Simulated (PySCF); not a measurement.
MBr for M along group 11

CCSD(T) with triple-zeta basis sets in PySCF, for the lowest determinant that a PBE0 search found; no spin–orbit coupling. De refers to high-spin ground-configuration atoms.

```tsv
M	basis	reference, frozen orbitals	state (unpaired electrons)	Re (Å)	ωe (cm⁻¹)	De (eV)
Cu	x2c-TZVPPall	RHF, 14	singlet (closed shell)	2.194	305	3.31
Ag	x2c-TZVPPall	RHF, 23	singlet (closed shell)	2.410	244	2.84
Au	def2-TZVPP	RHF, 9	singlet (closed shell)	2.340	262	2.64
```

The shortest bond is that of CuBr (2.194 Å), the longest that of AgBr (2.410 Å).

The rows differ in basis set, which adds steps of its own.

Down a group the atoms grow and get heavier, so bonds lengthen and wavenumbers fall; the exceptions here are the shorter bond at Au and the higher wavenumber at Au. Relativity and the filled 4f shell contract the atoms of the sixth period.

Correlated steps freeze the inner cores (9 to 23 orbitals); shallow outer-core shells are correlated. These are scalar-relativistic numbers at best; spin–orbit coupling would shift them, the dissociation energy most. Where the molecule has an RHF reference, its open-shell atoms are computed with UHF. The CCSD T1 diagnostic is raised in AuBr, CuBr, a sign that a single reference may not be enough there.
